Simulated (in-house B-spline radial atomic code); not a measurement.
# Ce VIII (Ce7+): [Ar] (3d3/2)4 (3d5/2)5 4s2 4p6 4d10 5s2 5p4 (with a hole in an inner shell)

Computed with a radial B-spline atomic code at the basis-set limit: Dirac-Hartree-Fock, average of the jj configuration, Fermi nucleus of rms radius 4.8771 fm.

Screening seen three ways: the hydrogenic charge with the same mean radius, Z_r = [3n² - l(l+1)]/(2<r>), the one with the same energy, Z_e = n√(-2ε), and Slater's rules. Values are occupation-weighted means over j. An effective charge above Z reflects the relativistic contraction of the inner shells.

| shell | electrons | ε (eV) | <r> (bohr) | Z_r | Z_e | Slater |
| --- | --- | --- | --- | --- | --- | --- |
| 1s | 2 | -40834 | 0.02457 | 61.05 | 54.78 | 57.70 |
| 2s | 2 | -6777.8 | 0.1046 | 57.37 | 44.64 | 53.85 |
| 2p | 6 | -6092.5 | 0.0921 | 54.29 | 42.32 | 53.85 |
| 3s | 2 | -1609.9 | 0.2756 | 48.99 | 32.63 | 46.75 |
| 3p | 6 | -1384.7 | 0.2734 | 45.72 | 30.26 | 46.75 |
| 3d | 9 | -1066 | 0.2514 | 41.77 | 26.55 | 37.20 |
| 4s | 2 | -429.43 | 0.6237 | 38.48 | 22.47 | 31.10 |
| 4p | 6 | -351.18 | 0.6567 | 35.03 | 20.32 | 31.10 |
| 4d | 10 | -233.7 | 0.7095 | 29.60 | 16.58 | 19.85 |
| 5s | 2 | -135.2 | 1.375 | 27.26 | 15.76 | 13.95 |
| 5p | 4 | -111.52 | 1.502 | 24.30 | 14.31 | 13.95 |

The least bound orbital is 5p3/2 at -110.1 eV, and it is also the most diffuse (<r> = 1.518 bohr). The part-filled 3d shell lies below the filled 5s shell in orbital energy.

For the 1s electron the small component carries 4.61 % of the norm, the zero-frequency Breit interaction raises the level by 109.7 eV, self-energy by 63.97 eV, and vacuum polarisation lowers it by 9.529 eV.
